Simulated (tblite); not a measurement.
Compound: C8H16N2.
Structure used (GFN2-xTB), in Å, numbered top down from 1:
```
atom  x, y, z in Å
C1     3.3931    0.6025    0.2787
C2     2.6389    0.1073   -0.9571
N3     1.3560   -0.4987   -0.6640
C4     1.3920   -1.7160    0.1203
N5     0.3735    0.4074   -0.6123
C6    -0.8033    0.3093   -0.1637
C7    -1.5734   -0.8065    0.5222
C8    -2.8831   -0.1487    0.9592
C9    -3.1239    0.9235   -0.1012
C10   -1.7283    1.4939   -0.3374
H11    3.6702   -0.2276    0.9243
H12    2.7678    1.2921    0.8409
H13    4.2996    1.1208   -0.0226
H14    3.2473   -0.6266   -1.4950
H15    2.4355    0.9495   -1.6202
H16    0.4917   -2.2990   -0.0595
H17    2.2500   -2.3006   -0.2090
H18    1.4882   -1.5272    1.1966
H19   -1.0360   -1.2395    1.3654
H20   -1.7798   -1.6021   -0.2003
H21   -3.7044   -0.8615    1.0336
H22   -2.7520    0.3260    1.9336
H23   -3.8385    1.6791    0.2233
H24   -3.5008    0.4623   -1.0162
H25   -1.4950    2.2480    0.4193
H26   -1.6063    1.9552   -1.3157
```

Computed with GFN2-xTB (tblite): harmonic, unscaled wavenumbers at the GFN2-xTB geometry, gas phase. This tight-binding method is rough: wavenumbers can miss measured ones by several per cent, in bad cases by 10 to 20. One conformer, not necessarily the lowest.

Harmonic wavenumbers (cm⁻¹): 51.6, 61.4, 101.4, 141.4, 156.4, 223.5, 227.7, 249.1, 284.4, 324.9, 354.9, 413.7, 466.1, 499.5, 571.8, 651.6, 788.7, 821.9, 840.1, 866.6, 876.8, 935.2, 977.1, 988.0, 1017.2, 1030.1, 1051.5, 1072.0, 1078.6, 1093.5, 1099.6, 1109.6, 1156.8, 1176.0, 1209.7, 1216.3, 1221.5, 1248.2, 1275.9, 1287.0, 1313.3, 1320.4, 1324.8, 1335.1, 1398.8, 1401.3, 1455.6, 1463.1, 1470.6, 1484.6, 1490.8, 1494.3, 1499.7, 1503.0, 1507.5, 1748.6, 2898.7, 2934.6, 2937.7, 2943.9, 2971.4, 2985.1, 2994.4, 2995.9, 2999.1, 3004.4, 3012.6, 3013.0, 3037.0, 3037.8, 3041.7, 3043.8.

A = 3022, B = 683.8, C = 611.3 MHz; mass 140.131 u (most abundant isotopes); point group C1, symmetry number 1.

What is the zero-point energy?

½Σν̃ = 50640 cm⁻¹ = 605.79 kJ/mol.

Give the ideal-gas entropy at 200 K and 1 bar in the rigid-rotor, harmonic-oscillator model (classical rotation).

Translation 162.20, rotation 120.21, vibration 89.65: S = 372.1 J/(mol K).

And Cp and H(200 K) − H(0)?

Cp = 131.67 J/(mol K), of which vibrations give 98.42 (their classical limit is 72 R = 598.6); H(200 K) − H(0) = 16.59 kJ/mol without the zero-point energy, 9.94 from vibrations.

What must be added to the electronic energy to get the Gibbs energy at 200 K and 1 bar?

ZPE + [H(200 K) − H(0)] − T·S = 605.79 + 16.59 − 74.41 = 547.97 kJ/mol.

How do the functions run with temperature in this model?

| T (K) | S (J/(mol K)) | Cp (J/(mol K)) | H − H(0) (kJ/mol) | G − H(0) (kJ/mol) | ln q(vib) |
| --- | --- | --- | --- | --- | --- |
| 50 | 250.0 | 56.9 | 2.13 | -10.37 | 0.53 |
| 100 | 298.4 | 85.3 | 5.70 | -24.14 | 1.84 |
| 298.15 | 433.8 | 182.6 | 31.93 | -97.40 | 7.73 |
| 373.15 | 479.4 | 225.5 | 47.24 | -131.65 | 9.97 |
| 500 | 555.0 | 292.8 | 80.22 | -197.29 | 13.83 |
| 750 | 693.7 | 391.1 | 166.58 | -353.72 | 21.47 |
| 1000 | 815.8 | 456.2 | 273.01 | -542.75 | 28.87 |

q(vib) and H(0) count from the zero-point level.

Hindered rotation and anharmonicity are outside this model. Other conformers, if any are populated, would add a mixing term that is left out. The structure is chiral; the term R ln 2 for an equal mix with its mirror image is left out.

Hardware: one thread, Arm Neoverse N1 (shared host). This covers the Hessian and the dipole derivatives.
